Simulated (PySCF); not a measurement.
A geometry optimisation on arsine (`[AsH3]`).

Computed with PBE0-D3(BJ)/def2-SVP geometry optimisation, gas phase (PySCF 2.14.0). Start geometry: GFN2-xTB. The command runs a driver script over a list of jobs; the input below is this job's line of settings and its coordinates in Å.

Command:
```bash
OMP_NUM_THREADS=1 python probes_run.py task.json out
```

Input:
```
{"job": {"xc": "PBE0", "basis": "def2-SVP", "d3": "d3bj", "grid": 1, "shake": 0.01, "kind": "geom"}, "charge": 0, "multiplicity": 1}
As     0.026160    -0.019300     0.654580
H     -0.157530     1.198560    -0.235080
H     -0.984490    -0.737430    -0.222960
H      1.153850    -0.467210    -0.229540
```

Question: What does the run print?

Answer: 
```
step   0  E = -2237.10777983  max force = 0.007845
step   1  E = -2237.10861650  max force = 0.003501
step   2  E = -2237.10865430  max force = 0.000228
step   3  E = -2237.10865505  max force = 0.000023
optimisation converged
```

Energies in Eh; «max force» is the largest Cartesian gradient component in Eh/bohr.

Question: How much energy does the optimisation release, in eV?

Answer: E(step 0) − E(last step) = 0.000875 Eh, which is 0.024 eV.

Question: Give the first gradient maximum in eV/Å.

Answer: With 1 Eh/bohr = 51.422 eV/Å, 0.403 eV/Å.

Summary of the converged run: final energy -2237.10866 Eh after 3 steps; dipole 0.50 D.

Question: Where do the atoms end?

Answer: 0.041 Å rms from the input after alignment:
```
atom  x, y, z in Å
As1    0.0485   -0.0297    0.6482
H2    -0.1409    1.2436   -0.1695
H3    -0.9660   -0.7894   -0.2000
H4     1.2069   -0.4869   -0.2320
```

Question: How long does this job take on one thread of an Arm Neoverse V1, no GPU, shared host? And the peak memory of the process?

Answer: About 2.5 s, with 0.26 GiB resident at the peak, the Python interpreter and its libraries included.
Labels such as C1 count atoms from 1, the log's own numbers from 0.
